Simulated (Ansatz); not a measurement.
Ag(NH3)Cl (AgNClH₃). The state is a singlet with charge 0. Geometry PBE-D4/def2-TZVP, basis def2-TZVP, Ansatz.

```tsv
run	HOMO (eV)	LUMO (eV)
A	-8.99	0.22
B	-6.51	-1.47
C	-5.72	-1.43
D	-5.67	-2.05
E	-6.20	-1.17
F	-6.73	-1.13
```

In the def2 sets Ag takes a core potential; there is no spin–orbit coupling. B3LYP takes the VWN-RPA correlation.

Q: The runs used B3LYP, LDA (SPW92), PBE0, r2SCAN, r2SCANh, ωB97M-V. Estimate which is which.

A: A ωB97M-V (range-separated); B B3LYP (20 % exact exchange); C r2SCAN (0 % exact exchange); D LDA (SPW92) (0 % exact exchange); E r2SCANh (10 % exact exchange); F PBE0 (25 % exact exchange). Exact exchange lowers occupied and raises empty levels; among semilocal functionals meta-GGAs tend to open the gap a little, and such runs are hard to tell apart. The gap grows from 3.63 eV (LDA (SPW92)) to 9.21 eV (ωB97M-V).
